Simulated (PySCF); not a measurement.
**Dipole response of Br (bromine, neutral)**

[Ar] 3d10 4s2 4p5, 2P determinant. Computed with PySCF 2.14 in aug-cc-pVQZ-DK (8s7p5d3f2g, 93 functions), with the spin-free X2C one-electron Hamiltonian (Gaussian nucleus). Coupled (time-dependent) response in atomic units; α is the mean over directions.

```
method  mean α (bohr³)         α xx, yy, zz  C₆ (like pair)  S(−4)
   UHF           20.23  18.54, 21.07, 21.07           161.3  90.40
   PBE           22.26  20.01, 23.39, 23.39           180.4  122.8
  PBE0           21.30  19.29, 22.30, 22.30           171.1  106.8
```

S(−4) is the Cauchy moment in α(ω) = α(0) + S(−4) ω² + …

Reference α: 21 ± 1 bohr³ (recommended; Schwerdtfeger and Nagle, table of static dipole polarizabilities (2023 update)). Published C₆: 162.0 (Chu and Dalgarno (2004); Tang, Norbeck and Certain (1976)).

Spin-orbit coupling is absent.

α(iu) at PBE0:

```
u (hartree)  α(iu) (bohr³)
          0          21.30
     0.0500          21.03
      0.100          20.30
      0.200          17.92
      0.300          15.19
      0.500          10.58
      0.750          6.912
       1.00          4.768
       1.50          2.622
       2.00          1.659
       3.00         0.8541
       5.00         0.3659
```

A single London oscillator, α(iu) = α/(1 + u²/ω²), gives C₆ = (3/4) ω α². Matching the computed C₆ needs ω = 4 × 171.1 / (3 × 21.30²) = 0.503 hartree.

The components differ because the open shell of this determinant is not spherical; for a pure term their mean is the scalar polarisability.
